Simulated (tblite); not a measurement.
Compound: C₃H₈BrN₂Si (doublet state).
Numbering: `[CH3:1]/[C:2](=[C:3]/[Br:4])[SiH:5]([NH2:6])[NH2:7]` (hydrogens: H8, H9, H10 on C1; H11 on Si5; H12, H13 on N6; H14, H15 on N7)
Bond orders are those of one Lewis drawing.

Computed with GFN2-xTB (tblite), gas phase: L-BFGS steps from a force-field or distance-geometry start until the largest atomic force falls under 0.01 eV/Å.

At the end of the run (lengths in Å): C2–Si5 1.936, Si5–N6 1.723, N6–H13 1.007, C3–Br4 1.848, N6–H12 1.007, C1–H10 1.089, C2=C3 1.296, C2–C3–Br4 133.6°, N6–Si5–N7 104.5°, C1–C2–Si5 113.7°, C2–Si5–N7 114.2°, C1–C2–C3–Br4 180°, C1–C2–Si5–N6 -62°, H14–N7–Si5–C2 67°, H11–Si5–N7–H14 -54°.

**Question.** These geometries were met on the way; a selection of coordinates is given. Order them by energy above the end point, lowest first.
A. C2–Si5 1.917, Si5–N6 1.774, N6–H13 1.024, C3–Br4 1.886, N6–H12 1.022, C1–H10 1.100, C2=C3 1.270, C2–C3–Br4 127.8°, N6–Si5–N7 109.2°, C1–C2–Si5 118.2°, C2–Si5–N7 106.2°, C1–C2–C3–Br4 -179°, C1–C2–Si5–N6 -67°, H14–N7–Si5–C2 93°, H11–Si5–N7–H14 -27°
B. C2–Si5 1.929, Si5–N6 1.715, N6–H13 1.009, C3–Br4 1.832, N6–H12 1.009, C1–H10 1.091, C2=C3 1.293, C2–C3–Br4 130.3°, N6–Si5–N7 107.7°, C1–C2–Si5 116.7°, C2–Si5–N7 107.4°, C1–C2–C3–Br4 -179°, C1–C2–Si5–N6 -66°, H14–N7–Si5–C2 90°, H11–Si5–N7–H14 -31°
C. C2–Si5 1.844, Si5–N6 1.808, N6–H13 1.059, C3–Br4 1.899, N6–H12 1.054, C1–H10 1.134, C2=C3 1.335, C2–C3–Br4 124.6°, N6–Si5–N7 109.2°, C1–C2–Si5 121.9°, C2–Si5–N7 106.8°, C1–C2–C3–Br4 180°, C1–C2–Si5–N6 -67°, H14–N7–Si5–C2 95°, H11–Si5–N7–H14 -28°
D. C2–Si5 1.937, Si5–N6 1.714, N6–H13 1.006, C3–Br4 1.845, N6–H12 1.005, C1–H10 1.091, C2=C3 1.297, C2–C3–Br4 133.3°, N6–Si5–N7 113.0°, C1–C2–Si5 114.0°, C2–Si5–N7 112.4°, C1–C2–C3–Br4 180°, C1–C2–Si5–N6 -70°, H14–N7–Si5–C2 69°, H11–Si5–N7–H14 -52°
E. C2–Si5 1.953, Si5–N6 1.725, N6–H13 1.007, C3–Br4 1.859, N6–H12 1.008, C1–H10 1.092, C2=C3 1.300, C2–C3–Br4 133.5°, N6–Si5–N7 108.1°, C1–C2–Si5 114.2°, C2–Si5–N7 111.9°, C1–C2–C3–Br4 -178°, C1–C2–Si5–N6 -67°, H14–N7–Si5–C2 78°, H11–Si5–N7–H14 -44°

**Answer.** D (0.092 eV), E (0.150 eV), B (0.246 eV), A (0.454 eV), C (0.779 eV).

```
step  E above end (eV)  rms distance from the end, all atoms (Å)  largest force (eV/Å)  rms shift of all bonds from the end (Å)
  56             0.092                                     0.235                 0.085                                    0.004
  10             0.150                                     0.326                 0.296                                    0.007
   4             0.246                                     0.345                 0.490                                    0.007
   1             0.454                                     0.358                 2.428                                    0.021
   0             0.779                                     0.366                 3.846                                    0.045
```

Rows stand in the order of the answer.
